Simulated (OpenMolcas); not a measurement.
## V II: effect of the basis set

| Quantity | Value |
| --- | --- |
| Program | OpenMolcas |
| Method | CASSCF |
| Active space | 4 electrons in 5 orbitals (3d) |
| State averaging | 2S+1 = 5 even, 5 roots; 2S+1 = 3 even, 45 roots; 2S+1 = 1 even, 50 roots (44 in the spin-orbit step) |
| Spin-orbit coupling | state interaction with AMFI integrals over the reference wave functions, term energies averaged over their components |

A. ANO-R1 [5s3p3d1f], X2C, finite nucleus; cost about 30 core-seconds
B. ANO-RCC-VTZP [6s5p3d2f1g], DKH2, point nucleus; cost of the order of 28 core-seconds
C. ANO-L-VTZP [6s5p3d2f1g], non-relativistic, point nucleus; cost roughly 30 core-seconds
D. ANO-R2 [6s4p4d2f1g], X2C, finite nucleus; cost roughly 30 core-seconds
E. ANO-RCC-VQZP [7s6p4d3f2g1h], DKH2, point nucleus; cost about 40 core-seconds
F. ANO-R3 [7s5p5d3f2g1h], X2C, finite nucleus; cost roughly 40 core-seconds

Energies in cm⁻¹ above 3d⁴ ⁵D₀, the measured ground level; measured values from NIST Handbook of Basic Atomic Spectroscopic Data.

```
     Level      A      B      C      D      E      F  Measured
   3d⁴ ⁵D₀    0.0    0.0    0.0    0.0    0.0    0.0       0.0
   3d⁴ ⁵D₁   38.4   38.6   39.1   38.5   39.2   38.6      36.0
   3d⁴ ⁵D₂    114    115    116    114    117    115       107
   3d⁴ ⁵D₃    226    228    230    226    231    228       209
   3d⁴ ⁵D₄    372    374    378    372    379    374       339
   3d⁴ ³H₄  15730  15783  15897  15739  15761  15749          
   3d⁴ ³H₅  15808  15861  15976  15816  15840  15827          
   3d⁴ ³H₆  15897  15951  16066  15906  15932  15917          
3d⁴ ³P₀(1)  17121  17175  17304  17124  17143  17134          
3d⁴ ³P₁(1)  17345  17400  17531  17350  17372  17360          
3d⁴ ³P₂(1)  17765  17823  17958  17773  17802  17785          
3d⁴ ³F₂(1)  18049  18105  18241  18055  18080  18066          
3d⁴ ³F₃(1)  18085  18141  18277  18091  18117  18102          
3d⁴ ³F₄(1)  18135  18191  18328  18142  18168  18153          
   3d⁴ ³G₃  19850  19906  20057  19857  19883  19869          
   3d⁴ ³G₄  19945  20001  20153  19952  19979  19964          
   3d⁴ ³G₅  20037  20094  20247  20045  20074  20058          
   3d⁴ ¹I₆  23555  23625  23807  23561  23594  23575          
3d⁴ ¹G₄(1)  24751  24822  25019  24753  24787  24768          
   3d⁴ ³D₃  25679  25738  25943  25684  25714  25698          
   3d⁴ ³D₂  25713  25772  25978  25718  25748  25732          
   3d⁴ ³D₁  25743  25803  26008  25748  25779  25762          
   3d⁴ ¹S₀  28740  28809  29049  28736  28771  28752          
   3d⁴ ¹D₂  30851  30917  31176  30848  30883  30864
```

Deviations, from unrounded energies. A percentage is the sum of absolute deviations over the sum of measured energies, with the sign that they share, or ± where signs differ.

```json
{"Against measurement": "mean absolute deviation (cm-1)", "Levels": "4", "A": "15", "B": "16", "C": "18", "D": "15", "E": "19", "F": "16"}
{"Against measurement": "fine structure of the ground term (%)", "Levels": "4", "A": "+8.7", "B": "+9.4", "C": "+10.5", "D": "+8.8", "E": "+10.8", "F": "+9.3"}
```

A, B, C, D, E, F lie about equally close to measurement. The largest miss of A in the table is 3d⁴ ⁵D₄, by +33 cm-1. The ranking rests on the paired levels alone, and a cruder setting can come out closer through cancelling errors.

Among A to F the level of the table that moves most is 3d⁴ ¹D₂, by 330 cm-1 (lowest in D, highest in C).

Some high roots are left out of the spin-orbit mixing, which shifts the levels that they would mix with. Without dynamic correlation excited terms often stand tens of per cent too high (terms of higher spin than the ground term too low), and those without a measured partner can miss by more than the paired ones. Measured partners are found by configuration, term and J. A level has none where our copy of the source lacks it or the pairing is in doubt (some pairs that miss far off the trend of their configuration count as doubtful), and it then counts in no deviation. Only configurations of the active space appear. Levels that lie high or do not pair safely by name in every column are left out.

A number in round brackets counts repeated terms of one configuration in the order of the reference energies.
